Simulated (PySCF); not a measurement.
# What a mistake does to a calculation on CH5N2Si

All numbers below are calculated, not measured. They come from PySCF 2.14.0, an open-source quantum chemistry program, on an isolated molecule that a program drew, which may never have been made. The molecule is CH5N2Si (charge 0, doublet), drawn as the SMILES string `[CH2][Si](=N)N`.

Each row is a Hartree-Fock (HF) and frozen-core CCSD(T) single point in the cc-pV(D+d)Z basis, meant for a local HF minimum. Run 1 is clean. Each other run has one planted mistake out of seven kinds, and not every kind appears here: one electron removed, one electron added, multiplicity raised by two, geometry at a saddle point, minimal basis STO-3G, one bond length entered in bohr, all coordinates scaled. The reference is restricted for singlets and unrestricted otherwise, and also for a bond in bohr. Adding or removing an electron swaps singlet and doublet. Electrons count all cores. HOMO and LUMO are orbital energies over both spins, the gradient is its largest component, and the lowest frequency (negative if imaginary) is given only where the gradient is small. Bond lengths are over the 8 bonds as drawn. T1 is the CCSD diagnostic: over 0.02 (restricted) or 0.045 (unrestricted) a single reference is doubtful.

Geometry of the clean run:
```xyz
9
CH5N2Si, angstrom
C     1.8025    2.3871    2.4822
Si    0.3282    1.4520    1.9205
N    -0.5571    0.4006    2.6804
N    -0.0291    1.8730    0.3347
H     2.3398    3.0971    1.8599
H     2.2021    2.2610    3.4834
H    -0.4013    0.1042    3.6239
H     0.4859    2.5315   -0.2120
H    -0.8033    1.4677   -0.1533
```

| run | electrons | basis functions | <S^2> | HOMO (eV) | LUMO (eV) | gradient (hartree/bohr) | lowest frequency (cm^-1) | mean bond (Å) | longest bond (Å) | T1 | HF (hartree) | CCSD(T) (hartree) | mistake |
|---|---|---|---|---|---|---|---|---|---|---|---|---|---|
| 1 | 39 | 90 | 0.771 | -8.82 | 1.62 | 2.4e-05 | 178 | 1.2820 | 1.834 | 0.0184 | -438.59256 | -439.19192 | no fault |
| 2 | 39 | 29 | 1.101 | -4.91 | 7.55 | 7.1e-02 | - | 1.2820 | 1.834 | 0.0405 | -433.29341 | -433.51707 | minimal basis STO-3G |
| 3 | 38 | 90 | 0.000 | -14.60 | -7.68 | 4.8e-02 | - | 1.2820 | 1.834 | 0.0825 | -438.25417 | -438.89223 | one electron removed |
| 4 | 39 | 90 | 1.435 | -9.26 | 1.27 | 1.9e-02 | - | 1.4028 | 2.053 | 0.0701 | -438.44537 | -439.06131 | one bond length entered in bohr |
| 5 | 39 | 90 | 0.765 | -9.03 | 1.64 | 4.0e-02 | - | 1.2346 | 1.766 | 0.0174 | -438.57698 | -439.16665 | ? |

**Which mistake was planted in run 5, and what did it cost?**

The mean and the longest bond both change by the same factor, 0.963, and the gradient is no longer small. So the mistake is: all coordinates scaled. Subtracting run 1 and multiplying by 627.51 kcal/mol a hartree, the energy moved by 9.8 kcal/mol in HF and 15.9 kcal/mol in CCSD(T).

Cautions from the logs. Run 3: T1 is over the limit, so its CCSD(T) energy is less reliable; run 4: T1 is over the limit, so its CCSD(T) energy is less reliable.
